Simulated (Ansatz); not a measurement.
Molecule: sum formula H3GeO3, net charge 0, doublet state. It need not be the lowest isomer of its formula. SMILES: [OH][Ge]([OH])[OH]
Structure (B3LYP-D3(BJ)/def2-TZVP (Ansatz, a first-principles code) minimum search):
```xyz
7

Ge     0.2964    -0.0452    -0.0713
O     -0.8135    -0.7947    -1.2641
O     -0.1305     1.6954    -0.0037
O     -0.1333    -0.7363     1.5269
H     -0.8630    -1.7544    -1.1766
H     -0.2039     2.0962    -0.8783
H      0.2000    -0.2096     2.2634
```
Charge 0, spin multiplicity 2.

Computed values are from Ansatz. Cores are frozen in the correlated levels unless marked. UHF or UKS for open shells. No spin-orbit coupling. The frozen core is the preceding noble-gas configuration, with the filled d and f shells of earlier blocks. No relativistic terms. Basis-set limits of correlation are two-point, X^-3; Hartree-Fock from the larger set. The bracket is a focal-point correction in the basis named.

### Question
What is the vertical ionisation energy (to the singlet) at RI-MP2/CBS(aug-cc-pVTZ,aug-cc-pVQZ)+[CCSD(T)-MP2]/aug-cc-pVTZ?

### Answer
8.88 eV.

### Question
What is the total energy at RI-MP2/CBS(aug-cc-pVTZ,aug-cc-pVQZ)+[CCSD(T)-MP2]/aug-cc-pVTZ?

### Answer
-2302.8986 Eh.

### Question
What is the T1 diagnostic at CCSD/aug-cc-pVTZ?

### Answer
0.017.

### Question
What is the vertical electron affinity (to the singlet; negative means unbound) at RI-MP2/CBS(aug-cc-pVTZ,aug-cc-pVQZ)+[CCSD(T)-MP2]/aug-cc-pVTZ?

### Answer
1.61 eV.

### Question
What is the atomisation energy De at RI-MP2/CBS(aug-cc-pVTZ,aug-cc-pVQZ)+[CCSD(T)-MP2]/aug-cc-pVTZ?

### Answer
593.2 kcal/mol.
